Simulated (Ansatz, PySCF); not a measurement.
Process, species as SMILES: C1CC2=C1CC2 → CC1=CC=CC1
Each molecule is optimised on its own at B3LYP-D3(BJ)/def2-TZVP (Ansatz, an electronic-structure program), one conformer each, not searched for the lowest. Frequencies are from Ansatz or PySCF. Unstable Hartree-Fock reference: CC1=CC=CC1.

Quantity: isomerisation energy (enthalpy at 298 K, with B3LYP-D3(BJ) rigid-rotor harmonic-oscillator terms), in kcal/mol. Cores are frozen in the correlated levels unless marked. No spin-orbit coupling. No relativistic terms. CBS(X,Y): correlation extrapolated as X^-3; Hartree-Fock from the larger set.

CCSD(T)/CBS(cc-pVTZ,cc-pVQZ) (Ansatz) gives -66.8 kcal/mol.

### Question
Another calculation gave -63.2 kcal/mol. Which level was it?
A) r2SCAN/def2-TZVPD (Ansatz)
B) revPBE/def2-TZVPD (Ansatz)
C) PBE-QIDH/def2-TZVPD (Ansatz)

### Answer
B, revPBE/def2-TZVPD (Ansatz). The others give -68.5 (r2SCAN), -65.7 (PBE-QIDH) kcal/mol.
